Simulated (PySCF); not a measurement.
SMILES C=Cc1cccc(O[SiH3])c1, GFN2-xTB optimised geometry.

```
20

C     -3.54    -1.92    -0.15
C     -2.24    -1.73    -0.01
C     -1.54    -0.44     0.00
C     -2.21     0.78     0.01
C     -1.50     1.97     0.01
C     -0.11     1.96     0.01
C      0.57     0.74     0.00
O      1.92     0.77     0.00
Si     3.08    -0.37    -0.01
C     -0.15    -0.44     0.00
H     -3.97    -2.91    -0.14
H     -4.24    -1.11    -0.28
H     -1.59    -2.59     0.11
H     -3.29     0.81     0.02
H     -2.02     2.91     0.02
H      0.45     2.88     0.01
H      4.24     0.50    -0.01
H      2.98    -1.21     1.19
H      2.98    -1.21    -1.20
H      0.39    -1.38     0.00
```

Density from PBE/def2-SVP (PySCF 2.14.0) at that geometry.

Minimum of the electron density along straight lines between bonded atoms, close to the bond critical point (lines longer than 1.1 times the sum of covalent radii, or with two minima, are not listed):

| bond | length / Å | ρ at the minimum / e bohr⁻³ | ∇²ρ there / e bohr⁻⁵ | position (fraction from the first atom) |
|---|---|---|---|---|
| C1–C2 | 1.327 | 0.340 | [?] | 0.50 |
| C2–C3 | 1.459 | 0.271 | -0.64 | 0.50 |
| C3–C4 | 1.395 | 0.303 | -0.73 | 0.50 |
| C4–C5 | 1.382 | 0.310 | -0.77 | 0.50 |
| C5–C6 | 1.383 | 0.309 | -0.76 | 0.50 |
| C6–C7 | 1.393 | 0.309 | -0.77 | 0.49 |
| C7–O8 | 1.349 | 0.283 | [?] | 0.33 |
| O8–Si9 | 1.625 | 0.127 | 1.06 | 0.59 |
| C3–C10 | 1.394 | 0.303 | -0.73 | 0.50 |
| C7–C10 | 1.386 | 0.311 | -0.78 | 0.51 |
| C1–H11 | 1.077 | 0.281 | -1.06 | 0.64 |
| C1–H12 | 1.076 | 0.281 | -1.06 | 0.63 |
| C2–H13 | 1.083 | 0.280 | -1.04 | 0.63 |
| C4–H14 | 1.078 | 0.282 | -1.05 | 0.63 |
| C5–H15 | 1.080 | 0.281 | -1.05 | 0.63 |
| C6–H16 | 1.079 | 0.281 | -1.05 | 0.63 |
| Si9–H17 | 1.453 | 0.121 | 0.32 | 0.49 |
| Si9–H18 | 1.465 | 0.118 | 0.31 | 0.49 |
| Si9–H19 | 1.465 | 0.118 | 0.31 | 0.49 |
| C10–H20 | 1.081 | 0.278 | -1.02 | 0.63 |

Q: Fill in the missing entries.

A: 
- C1–C2, ∇²ρ there / e bohr⁻⁵: -0.89
- C7–O8, ∇²ρ there / e bohr⁻⁵: -0.17
